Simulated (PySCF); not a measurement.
Electrostatic solvation of a mixed set.

All values: PBE0/pcSseg-1 (PySCF, non-relativistic), each on one gas-phase PBE0-D3(BJ)/def2-SVP geometry that isn't relaxed in the solvent. The solvent is an IEF-PCM continuum (Bondi radii, 1.10 Å for H, scaled by 1.2). Only the electrostatic response of the medium enters.

Problem. Order them by E(solvent) − E(gas) in chloroform (ε = 4.711), most negative first (kcal/mol).
A. `[SiH3:1][O:2][B:3]1[CH:4]=[CH:5][CH:6]=[CH:7][CH:8]=[CH:9]1` with Si1–O2–B3–C4 3°
B. cyanate anion (`[N-]=C=O`)
C. `[Cl:1][CH2:2][CH2:3][O:4][CH:5]1[CH2:6][CH2:7]1` with Cl1–C2–C3–O4 177°, C2–C3–O4–C5 77°, C3–O4–C5–C6 -166°

Solution. B (-54.2), C (-3.2), A (-2.2).

| SMILES | charge | ΔE (kcal/mol) | polarisation term (kcal/mol) | HOMO shift (eV) | dipole gas (D) | dipole solvent (D) | atoms |
| --- | --- | --- | --- | --- | --- | --- | --- |
| [N-]=C=O | -1 | -54.2 | -54.4 | -4.67 | – | – | 3 |
| ClCCOC1CC1 | 0 | -3.2 | -3.5 | +0.11 | 1.86 | 2.16 | 16 |
| [SiH3]OB1C=CC=CC=C1 | 0 | -2.2 | -2.4 | 0.00 | 1.47 | 1.89 | 18 |

The ion comes first with 54.2 kcal/mol, the neutral species gain 3.2 at most. The polarisation term is half the interaction of the solute with the induced surface charges. No dipole is given for ions, as it depends on the origin.
